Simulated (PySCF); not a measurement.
A PySCF script (with the pyscf-properties extension) for the NMR shieldings of SMILES [SiH2](/C=C(\F)[SiH3])P, C$_{2}$H$_{8}$FPSi$_{2}$, on a GFN2-xTB geometry:

```python
import basis_set_exchange as bse
import numpy as np
from pyscf import gto, dft
from pyscf.prop import nmr

atoms = """
F     0.464899   -0.788054    1.386513
C     0.983261   -0.223756    0.254747
Si    2.819342    0.216543    0.427414
C     0.164157   -0.063879   -0.777750
Si   -1.660030   -0.541349   -0.763312
P    -2.778052    1.175252    0.157436
H     3.556568   -1.021920    0.678663
H     2.959338    1.134478    1.557313
H     3.226768    0.837620   -0.830947
H     0.586772    0.386146   -1.662151
H    -1.837273   -1.809064   -0.048982
H    -2.124059   -0.673708   -2.149154
H    -3.966016    0.477119    0.291061
H    -2.396353    0.894099    1.456984
"""
names = dict.fromkeys(["F", "C", "Si", "P", "H"], "pcSseg-1")
basis = {el: gto.basis.parse(bse.get_basis(n, elements=[el], fmt="nwchem")) for el, n in names.items()}
mol = gto.M(atom=atoms, basis=basis, charge=0, verbose=0)
mf = dft.RKS(mol, xc="PBE0")
mf.grids.level = 2
mf.grids.alignment = dft.numint.BLKSIZE   # the property module wants whole blocks of grid points
mf.conv_tol = 1e-9
mf.kernel()

calc = nmr.RKS(mf)   # GIAO
C = mf.mo_coeff
Co = C[:, mf.mo_occ > 0]
resp = mf.gen_response(singlet=True, hermi=2)
def vind(x):   # induced exchange potential for any number of trial vectors
    d = np.einsum("pi,xij,qj->xpq", C, 2 * x.reshape(-1, C.shape[1], Co.shape[1]), Co, optimize=True)
    return np.einsum("xpq,pi,qj->xij", resp(d - d.transpose(0, 2, 1)), C, Co, optimize=True).ravel()
mo1, _ = nmr.rhf.solve_mo1(calc, with_cphf=vind)
sigma = calc.kernel(mo1)
for i, s in enumerate(sigma):   # ppm
    print("%2d %-2s %9.2f" % (i, mol.atom_pure_symbol(i), np.trace(s) / 3))
```

Task: Give the expected output.

Result: 
```
 0 F     237.30
 1 C      -0.18
 2 Si    428.11
 3 C      62.55
 4 Si    415.54
 5 P     623.25
 6 H      27.43
 7 H      27.44
 8 H      27.70
 9 H      25.83
10 H      26.47
11 H      27.47
12 H      30.64
13 H      30.41
```

These numbers come from an equivalent density-fitted implementation of the same equations, which agrees with the script to about 0.01 ppm for H and up to a few tenths of a ppm for heavy atoms, so last digits may differ.

Task: Turn these shieldings into chemical shifts. Scale: ¹⁹F (σ = 170.95 ppm) vs CFCl3; ¹³C (σ = 186.93 ppm), ²⁹Si (σ = 349.16 ppm), ¹H (σ = 31.72 ppm) vs TMS; ³¹P (σ = 318.38 ppm) vs H3PO4 (reference shieldings calculated alike).

Result: Averaging equivalent atoms: F 0: -66.4; C 1: 187.1; C 3: 124.4; Si 4: -66.4; Si 2: -79.0; P 5: -304.9; H 9: 5.88; H 10/11: 4.75; H 6/7/8: 4.19; H 12/13: 1.19 ppm. Unscaled 19F shifts against computed CFCl3 carry errors that often reach 10 to 50 ppm. Experimental scales use liquid or dissolved standards, which lie at an offset from isolated H3PO4.

Size and cost of the density-fitted run: 163 basis functions, 34 s wall time on 1 thread of an Arm Neoverse N1, shared host; peak memory 0.74 GiB.
